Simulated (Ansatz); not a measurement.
Geometry optimisation, Ansatz, RKS BHLYP/6-31G*.

Input file:

```yaml
crystal:
  periodic: [false, false, false]
  atoms:
    - { symbol: B, position_ang: [-0.75366, 1.02809, -0.76463] }
    - { symbol: C, position_ang: [0.06386, 0.43232, 0.19027] }
    - { symbol: C, position_ang: [0.43911, -0.96635, 0.35312] }
    - { symbol: O, position_ang: [0.07555, -1.87063, -0.35827] }
    - { symbol: H, position_ang: [-1.43079, 1.49941, -1.55894] }
    - { symbol: H, position_ang: [0.52107, 1.04452, 0.96348] }
    - { symbol: H, position_ang: [1.11062, -1.15634, 1.21016] }
basis:
  gaussian: { orbitals: "6-31G*" }
hamiltonian:
  xc: { name: BHLYP }
relax:
  f_tol: 0.015
  max_steps: 40
```

Run as:

```bash
$ ansatz run input.yaml --threads 1 --pin off --max-ram 2048MiB --backend cpu --events-out ev --progress --plain --runs-dir out
```

Where does it end, and by what steps?

The run converged. After 8 steps the energy has fallen by 0.063 eV; H5 moved furthest, 0.15 Å.

| step | energy less start (eV) | largest force component (eV/Å) | accepted |
| --- | --- | --- | --- |
| 0 | 0.0000 | 0.808 | yes |
| 1 | -0.0414 | 0.354 | yes |
| 2 | -0.0522 | 0.362 | yes |
| 3 | -0.0535 | 0.269 | yes |
| 4 | -0.0475 | 0.522 | no |
| 5 | -0.0608 | 0.080 | yes |
| 6 | -0.0630 | 0.063 | yes |
| 7 | -0.0632 | 0.032 | yes |
| 8 | -0.0632 | 0.003 | yes |

```xyz
7
Properties=species:S:1:pos:R:3
B -0.723 0.953 -0.740
C 0.111 0.490 0.271
C 0.424 -0.933 0.340
O 0.006 -1.767 -0.429
H -1.422 1.353 -1.584
H 0.541 1.145 1.013
H 1.089 -1.230 1.164
```

Whether the end is a true minimum wasn't checked by a vibrational analysis.

Run time: 18 s on 1 thread of Arm Neoverse V2 (shared host), peak memory 0.13 GiB.
